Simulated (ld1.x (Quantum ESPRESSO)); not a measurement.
## Reading a pseudo-wave (zinc)

Columns: radius, all-electron u(r) and pseudo u(r) of the 3d shell (level -10.14 eV) of zinc in the configuration [Ar] 3d10 4s2 4p0; PBE, scalar-relativistic, ultrasoft scheme, ld1.x (Quantum ESPRESSO) 7.5.

| r (bohr) | all-electron | pseudo |
| --- | --- | --- |
| 0.115 | 0.1643 | 0.0047 |
| 0.230 | 0.5440 | 0.0352 |
| 0.345 | 0.8450 | 0.1080 |
| 0.460 | 0.9989 | 0.2233 |
| 0.575 | 1.0359 | 0.3657 |
| 0.690 | 1.0027 | 0.5085 |
| 0.805 | 0.9350 | 0.6239 |
| 0.920 | 0.8541 | 0.6915 |
| 1.035 | 0.7713 | 0.7055 |
| 1.150 | 0.6920 | 0.6744 |
| 1.265 | 0.6188 | 0.6168 |
| 1.380 | 0.5524 | 0.5524 |
| 1.495 | 0.4929 | 0.4929 |
| 1.610 | 0.4398 | 0.4398 |
| 1.725 | 0.3927 | 0.3927 |
| 1.840 | 0.3509 | 0.3509 |
| 1.955 | 0.3137 | 0.3137 |
| 2.070 | 0.2808 | 0.2808 |
| 2.185 | 0.2514 | 0.2514 |
| 2.300 | 0.2253 | 0.2253 |
| 2.415 | 0.2021 | 0.2021 |
| 2.530 | 0.1813 | 0.1813 |
| 2.645 | 0.1627 | 0.1627 |
| 2.760 | 0.1461 | 0.1461 |
| 2.875 | 0.1313 | 0.1313 |
| 2.990 | 0.1180 | 0.1180 |

Task: How many radial nodes do the two functions have?

Result: The all-electron 3d function has n − l − 1 = 0; the pseudo-wave has 0.

Task: At about which radius was the pseudo-wave matched?

Result: 1.45 bohr, where the columns begin to agree (steps of 0.12 bohr).

Task: Is the pseudo-wave norm-conserving?

Result: No, it belongs to an ultrasoft set: the norm inside the radius is not constrained, and the difference is carried by the augmentation charge.
